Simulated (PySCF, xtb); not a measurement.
CH₅AlClNO, SMILES C[O][Al]([NH2])[Cl].

GFN2-xTB (xtb) at its own geometry gives an orbital gap of 3.88 eV and a dipole moment of 2.35 D.

Geometry optimised at ωB97X-D3(BJ)/def2-SVP. The structure was generated by enumeration; whether it is a known compound was not checked. The values are those of a single conformer.

Q: What does B3LYP/def2-TZVP in PySCF give? (The exact figures need the calculation; the answer reports its results.)

A: gap 6.76 eV (levels -7.34 and -0.58 eV), dipole 1.35 D.
